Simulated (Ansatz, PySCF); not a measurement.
Cl3HOZr, SMILES [OH][Zr]([Cl])([Cl])[Cl], multiplicity 1.

Coordinates come from a B3LYP-D3(BJ)/def2-SVP optimisation. The multiplicity is an assumed one; no other spin state was optimised. The isomer is the one that the SMILES or the coordinates give; other isomers of the formula were not compared. The def2 effective core potentials stand for the cores of Zr; spin–orbit coupling is left out. Other conformers were not sampled.

Vertical ionisation energy (IE) and electron affinity (EA) in eV. Rows of orbital energies are one-electron estimates. Where ΔSCF, EOM or ADC give a negative EA the extra electron is unbound and the value depends on the basis.

| level | IE | EA |
|---|---|---|
| −ε(HOMO), −ε(LUMO), M06-2X/def2-TZVP (PySCF) | 10.62 | 1.30 |
| −ε(HOMO), −ε(LUMO), PBE/def2-TZVP (PySCF) | 7.92 | 2.87 |
| ΔSCF, PBE0/def2-SVPD (Ansatz), final states of multiplicity 2 and 2 | 11.28 | 0.50 |
| ΔSCF, PBE/def2-SVPD (Ansatz), final states of multiplicity 2 and 2 | 10.71 | 0.26 |

**Question.** What vertical singlet–triplet gap does ΔSCF give with PBE0/def2-SVPD (Ansatz, a quantum-chemistry and plane-wave program) and with PBE/def2-SVPD (Ansatz)? (An estimate is asked for; the answer gives what the named calculation found.)

**Answer.** 5.55 and 5.23 eV (triplet above singlet where positive).
